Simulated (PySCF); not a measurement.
## Se+: ionisation energy

Se+ [Ar] 3d10 4s2 4p3 (4S) → Se(2+) [Ar] 3d10 4s2 4p2 (3P), as a difference of total energies. Calculation: PySCF 2.14, in Sapporo-DKH3-DZP-2012 (6s5p3d1f, 43 functions); scalar relativity by spin-free X2C-1e. Correlated levels: valence: [Ar] 3d10 frozen. The calculations carry no spin-orbit coupling.

```tsv
method	ionisation energy (eV)
UHF	20.894
MN15	21.479
TPSS	21.422
MP2 (valence)	21.280
SCS-MP2 (valence)	21.154
```

Problem. Estimate what CCSD(T) (valence) gives.

Solution. 21.241 eV, closest to MP2 (valence) among the rows shown.

Problem. Estimate what CCSD (valence) gives.

Solution. 21.236 eV, closest to MP2 (valence) among the rows shown.

The reference lies between the lowest fine-structure levels, while these numbers refer to the centres of the terms.

Errors of the correlated levels include the incompleteness of this basis and the frozen core.

For comparison: 21.196 ± 0.01 eV (measured; NIST Atomic Spectra Database, ionization energies).
